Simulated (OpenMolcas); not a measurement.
# Lines of O2+: computed and rescaled rates

```
Program             : OpenMolcas
Method              : MS-CASPT2, IPEA 0.25 Eh, imaginary shift 0.1 Eh (closed shells correlated: 1s)
Basis               : ANO-RCC-VTZP [4s3p2d1f]
Scalar Hamiltonian  : DKH2, point nucleus
Active space        : 4 electrons in 4 orbitals (2s 2p)
State averaging     : 2S+1 = 3 even, 6 roots; 2S+1 = 1 even, 11 roots kept (CI in the orbitals of an earlier block); 2S+1 = 5 odd, 1 root; 2S+1 = 3 odd, 9 roots kept (CI in the orbitals of an earlier block); 2S+1 = 1 odd, 8 roots kept (CI in the orbitals of an earlier block)
Spin-orbit coupling : RASSI with atomic mean-field integrals over the reference wave functions, term energies averaged over their components
```

Rates come from the transition moments of the reference wave functions (E1 and E2 in the length form). At fixed line strength A goes as λ^-3 for E1 and M1 and as λ^-5 for E2, so a rate at the computed wavelength can be rescaled to the measured one. Measured vacuum wavelengths follow from level energies in Moore, Selected Tables of Atomic Spectra, NSRDS-NBS 3, section 11. Branching counts decays inside the model space alone, at computed energies, and the table is only a selection of the E2 and M1 lines, drawn from those between levels with measured partners whose computed energy lies within a factor of 1.5 of the measured one.

```json
{"Upper": "2s² 2p² ³P₁", "Lower": "2s² 2p² ³P₀", "Type": "M1", "λ computed (nm)": "94290", "λ measured (nm)": "88360", "A computed (s-1)": "2.15e-05", "A rescaled (s-1)": "2.61e-05", "Branching %": "100.0"}
{"Upper": "2s² 2p² ¹D₂", "Lower": "2s² 2p² ³P₁", "Type": "M1", "λ computed (nm)": "488.7", "λ measured (nm)": "496", "A computed (s-1)": "6.11e-03", "A rescaled (s-1)": "", "Branching %": "25.5"}
{"Upper": "2s² 2p² ¹S₀", "Lower": "2s² 2p² ¹D₂", "Type": "E2", "λ computed (nm)": "445.8", "λ measured (nm)": "436.4", "A computed (s-1)": "1.61e+00", "A rescaled (s-1)": "1.79e+00", "Branching %": "88.4"}
{"Upper": "2s² 2p² ¹S₀", "Lower": "2s² 2p² ³P₁", "Type": "M1", "λ computed (nm)": "233.1", "λ measured (nm)": "232.2", "A computed (s-1)": "2.10e-01", "A rescaled (s-1)": "", "Branching %": "11.5"}
```

Spin-changing lines and M1 lines between different terms are not rescaled, since their strength hangs on the term gaps too.

The largest correction is for 2s² 2p² ³P₁ → 2s² 2p² ³P₀ (M1): 2.15e-05 × (94290 / 88360)^3 = 2.61e-05 s-1, a factor of 1.22.

The computed rate and branching of 2s² 2p² ³P₁ → 2s² 2p² ³P₀ give the upper level a radiative lifetime of 1.000 / 2.15e-05 s-1 = 4.65e+04 s, counting decays inside the model space alone. The rescaled rate gives about 3.8e+04 s.

No measured rate stands beside these. Rescaling mends the energy factor alone: line strengths can still be far off where a level mixes with configurations outside the active space, and weak or spin-changing lines hang on small mixing coefficients that depend on the term gaps too, so rescaling need not improve them.

CASPT2 breaks the degeneracy within a term, and the mean is taken; among the terms shown or strongly mixed into the levels shown the widest spread is 24 cm-1 (2s² 2p² ¹D). Terms from blocks run as CI alone lack orbitals of their own. Measured partners are found by configuration, term and J. A level has none where our copy of the source lacks it or the pairing is in doubt (some pairs that miss far off the trend of their configuration count as doubtful). Levels of configurations outside the active space are missing.
